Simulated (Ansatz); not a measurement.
Geometry optimisation, Ansatz, RKS PBE0-D4/def2-SVP.

Input:

```yaml
crystal:
  periodic: [false, false, false]
  atoms:
    - { symbol: B, position_ang: [0.0, 0.0, 0.0] }
    - { symbol: F, position_ang: [0.0, 0.0, 1.67] }
    - { symbol: H, position_ang: [1.0305, 0.0, -0.595] }
    - { symbol: O, position_ang: [-1.2211, 0.0, -0.705] }
    - { symbol: H, position_ang: [-1.7308, -0.8467, -0.4965] }
    - { symbol: O, position_ang: [-0.2139, 1.6086, 0.5392] }
    - { symbol: C, position_ang: [-1.4111, 2.3603, 0.4047] }
    - { symbol: H, position_ang: [-2.1842, 1.7397, -0.0944] }
    - { symbol: H, position_ang: [-1.7728, 2.6639, 1.4093] }
    - { symbol: H, position_ang: [-1.2133, 3.2659, -0.206] }
    - { symbol: H, position_ang: [-0.1354, 1.0186, 1.5024] }
basis:
  gaussian: { orbitals: def2-SVP }
hamiltonian:
  xc: pbe0
  dispersion: d4
relax:
  f_tol: 0.15
  max_steps: 25
  restrain:
    - { distance: [0, 5], at: 1.41, k: 30.0 }
    - { distance: [10, 1], at: 0.92, k: 30.0 }
    - { distance: [0, 1], at: 2.52, k: 30.0 }
    - { distance: [10, 5], at: 2.21, k: 30.0 }
output:
  orbitals: {}
```

Command:

```bash
$ ansatz run input.yaml --threads 2 --pin off --max-ram 3072MiB --backend cpu --events-out ev --progress --plain --runs-dir out
```

Problem. Where does it end, and by what steps?

Solution. The run converged. The restraints hold the end off the free minimum. After 10 steps the energy has fallen by 2.489 eV (the restraints' own energy left out); H11 moved furthest, 0.75 Å.

| step | energy less start (eV) | largest force component (eV/Å) | accepted |
| --- | --- | --- | --- |
| 0 | 0.0000 | 6.710 | yes |
| 1 | -0.8934 | 4.907 | yes |
| 2 | -1.5751 | 3.817 | yes |
| 3 | -1.9229 | 1.408 | yes |
| 4 | -2.1390 | 0.906 | yes |
| 5 | -2.0951 | 3.091 | no |
| 6 | -2.2552 | 0.632 | yes |
| 7 | -2.3499 | 1.027 | yes |
| 8 | -2.4536 | 0.660 | yes |
| 9 | -2.4846 | 0.980 | yes |
| 10 | -2.4889 | 0.900 | yes |

```xyz
11
Properties=species:S:1:pos:R:3
B -0.273 0.398 -0.269
F 0.010 -0.113 2.188
H 0.791 -0.154 -0.387
O -1.451 -0.190 -0.592
H -1.343 -1.108 -0.853
O -0.251 1.723 0.127
C -1.432 2.472 0.269
H -2.277 2.011 -0.263
H -1.702 2.558 1.336
H -1.260 3.483 -0.131
H 0.336 0.731 2.004
```

Run time: 32 s on 2 threads of Arm Neoverse V1, with other jobs on the host, peak memory 0.2 GiB.
